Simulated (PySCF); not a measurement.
C2H5ClGeO.
InChI=1S/C2H5ClGeO/c1-2(5)4-3/h4H2,1H3

A linear-response calculation (PySCF, def2-SVPD basis, gas phase, vertical, core orbitals frozen in the response) gave these numbers; the functional is withheld.

Orbital energies (eV): HOMO-3 -12.54, HOMO-2 -11.35, HOMO-1 -10.85, HOMO -9.15, LUMO 0.31, LUMO+1 1.27, LUMO+2 1.63.

```tsv
state	E (eV)	f	main configurations (H = HOMO, L = LUMO)
S1	3.71	0.0012	H→L (95%)
S2	6.09	0.018	H→L+1 (88%)
S3	6.78	0.036	H→L+2 (88%)
S4	7.16	0.0089	H-1→L (74%), H→L+3 (12%)
S5	7.24	0.018	H-1→L+1 (83%)
S6	7.46	0.154	H→L+3 (36%), H-2→L (28%), H-1→L (11%)
```

Triplets (Tamm–Dancoff): T1 3.13 eV, H→L (95%); T2 5.73 eV, H→L+1 (90%); T3 5.95 eV, H-3→L (40%), H-5→L (33%), H-8→L (11%); T4 6.56 eV, H→L+2 (52%), H→L+3 (27%), H→L+5 (9%).

Vertical ionisation energy by ΔSCF with the same functional: 9.42 eV. Mean static polarisability: 72.3 au.

Orbitals of the list HOMO-3 to LUMO+2 that lie within 0.01 eV of each other are written together with a slash and their weights summed (≥ marks a lower bound); for degenerate orbitals outside that list single weights are arbitrary.

Question: Name the functional.
A. HF
B. PBE0
C. wB97X-D
D. PBE

Answer: C. wB97X-D is range-separated, 22% exact exchange at short range and 100% at long range (ω = 0.2 bohr⁻¹). In this run −ε(HOMO) = 9.15 eV differs from the ΔSCF value by -0.26 eV, and S1 differs from the orbital gap of 9.46 eV by -5.76 eV. The ratio −ε(HOMO)/IP is 0.97. Small neutral molecules mostly give 0.89 to 0.99 with wB97X-D, 0.5 to 0.7 with PBE, 0.7 to 0.83 with PBE0; Hartree–Fock can't fall below 1, since the ion's relaxation only lowers the ΔSCF value.

Level of theory: TDDFT wB97X-D/def2-SVPD, vertical, gas phase, core orbitals frozen in the response in PySCF 2.14.0, density-fitted response routines. One conformer (not necessarily the lowest) at the PBE0-D3(BJ)/def2-SVP geometry, without solvent, vibrations or thermal averaging. The wB97X-D/def2-SVPD calculation is non-relativistic and has no spin–orbit coupling, an omission that weighs most on germanium.

The values belong to the conformer `[CH3:1][C:2](=[O:3])[GeH2:4][Cl:5]`: C1–C2–Ge4–Cl5 2°.
